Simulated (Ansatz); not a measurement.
`[Cl][GeH]([Cl])[Br]` + `N=C=O` → `O=C=[N][GeH]([Cl])[Cl]` + HBr  (ligand exchange at a Ge–Br bond)

Computed with Ansatz on PBE0-D4/def2-TZVP structures; ΔE is electronic, products minus reactants. CCSD(T)/CBS adds triple-zeta CCSD(T) − MP2 to the extrapolated MP2 energy (def2 sets, frozen cores). This one scheme is used for every species. DFT in def2-TZVPP. B3LYP here is the variant with VWN-RPA as its local correlation; programs differ in this. For Br, Ge outer-core shells are correlated without core-valence functions, which leaves a few kJ/mol of doubt a bond. Scalar relativity is left out up to krypton. Each species was taken in one conformer, which may not be the lowest.

| level | ΔE (kJ/mol) | difference from CCSD(T)/CBS |
| --- | --- | --- |
| PBE0-D4 | 36.4 | 7.2 |
| B3LYP-D4 | 33.4 | 4.2 |
| BHLYP-D4 | 30.9 | 1.7 |
| ωB97M-V | 32.2 | 3.0 |
| PBE-QIDH | 30.6 | 1.4 |
| PBE | 41.1 | 11.9 |
| BLYP | 37.6 | 8.4 |
| r2SCANh | 35.8 | 6.6 |
| LC-ωPBE | 29.5 | 0.3 |
| SCS-MP2/def2-QZVPP | 25.4 | -3.8 |
| CCSD(T)/CBS | 29.2 | 0 |

Largest T1 diagnostic among the species: 0.018.

Leaving LDA and LC-ωPBE aside and taking each functional with its dispersion term where it has one, the values, not all of them listed here, spread over 11.9 kJ/mol, from CAM-B3LYP-D4 to PBE-D4. LDA lies −3.5 kJ/mol from PBE without D4. From BLYP to BHLYP (50 % exact exchange), in def2-TZVPP and without D4, ΔE moves by −7.3 kJ/mol. At CCSD(T), def2-SVP lies −13.1 kJ/mol from the extrapolated value and def2-TZVPP −6.0 kJ/mol.
